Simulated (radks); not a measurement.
Isoelectronic series with 62 electrons, each ion in its NIST ground configuration. Method: scalar-relativistic Kohn-Sham, r2SCAN, spin-polarised, spherical densities, finite nucleus; open shells are filled with parallel spins first (spin-orbit coupling, left out, can overturn this in heavy ions); meta-GGA in the generalised Kohn-Sham scheme; Fermi nuclear charge, rms radius of each element as measured or else 0.836 A^(1/3) + 0.57 fm; computed with a radial shooting solver on a logarithmic mesh with Libxc functionals. Total energies (hartree) and orbital eigenvalues (eV):

| ion | configuration | E (hartree) | 4f up | 5s down |
|---|---|---|---|---|
| Sm | [Xe] 4f6 6s2 | -10427.9245 | -3.9261 | -42.5088 |
| Eu+ | [Xe] 4f7 6s1 | -10844.6425 | -10.4936 | -49.5399 |
| Gd2+ | [Xe] 4f7 5d1 | -11271.2334 | -24.6450 | -62.1074 |
| Tb3+ | [Xe] 4f8 | -11708.0081 | -36.3591 | -75.9301 |
| Dy4+ | [Xe] 4f8 | -12154.5794 | -57.5921 | -94.7870 |
| Ho5+ | [Kr] 4d10 4f9 5s2 5p5 | -12610.6123 | -75.1265 | -112.2736 |
| Er6+ | [Kr] 4d10 4f10 5s2 5p4 | -13076.9213 | -93.6690 | -130.2410 |
| Tm7+ | [Kr] 4d10 4f11 5s2 5p3 | -13553.6950 | -113.1812 | -148.9234 |
| Yb8+ | [Kr] 4d10 4f12 5s2 5p2 | -14040.6918 | -133.4728 | -171.1311 |
| Lu9+ | [Kr] 4d10 4f12 5s2 5p2 | -14538.6353 | -162.7526 | -196.3278 |
| Hf10+ | [Kr] 4d10 4f12 5s2 5p2 | -15047.0022 | -194.2038 | -223.0146 |
| Ta11+ | [Kr] 4d10 4f13 5s2 5p1 | -15566.0691 | -218.0126 | -248.5995 |
| W12+ | [Kr] 4d10 4f14 5s2 | -16096.1742 | -242.6543 | -275.0860 |
| Re13+ | [Kr] 4d10 4f14 5s2 | -16636.7982 | -278.7156 | -305.6053 |
| Os14+ | [Kr] 4d10 4f14 5s2 | -17188.1529 | -316.7788 | -337.5566 |
| Ir15+ | [Kr] 4d10 4f14 5s2 | -17750.4183 | -356.8039 | -370.9317 |
| Pt16+ | [Kr] 4d10 4f14 5s2 | -18323.6118 | -398.7581 | -405.7232 |
| Au17+ | [Kr] 4d10 4f14 5s2 | -18907.8872 | -442.6135 | -441.9300 |
| Hg18+ | [Kr] 4d10 4f14 5s2 | -19503.3156 | -488.3471 | -479.5516 |
| Tl19+ | [Kr] 4d10 4f14 5s2 | -20110.0571 | -535.9387 | -518.5917 |
| Pb20+ | [Kr] 4d10 4f14 5s2 | -20728.1868 | -585.3715 | -559.0536 |
